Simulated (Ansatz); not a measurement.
Calculated with Ansatz (gas phase, PBE0-D4/def2-TZVP geometries, no zero-point term in ΔE). CBS: MP2 limit from def2 TZ/QZ plus the TZ coupled-cluster correction, frozen cores. DFT in def2-TZVPP. def2 core potentials past Kr. For Sn outer-core shells are correlated without core-valence functions, which leaves a few kJ/mol of doubt a bond. Each species was taken in one conformer, which may not be the lowest.

Reaction (substitution at a C–Sn bond): `[CH3][SnH]([F])[CH2]Cl` + `CBO` → `CBOC` + `[F][SnH2][CH2]Cl`

```
  level  ΔE (kJ/mol)
PBE0-D4         84.9
ωB97X-V         81.0
ωB97M-V         85.4
 B2PLYP         84.2
```

(1) What does CCSD(T)/CBS give? (An estimate is asked.)

Largest T1 diagnostic among the species: 0.012.

Answers

(1) The calculation gave: +93.6 kJ/mol. The listed levels differ from it by -8.7, -12.6, -8.2, -9.4 kJ/mol.

In def2-TZVPP, CCSD(T) changes the Hartree–Fock value by +16.8 kJ/mol (the triples alone add +1.6 kJ/mol) and MP2 by +26.4 kJ/mol.
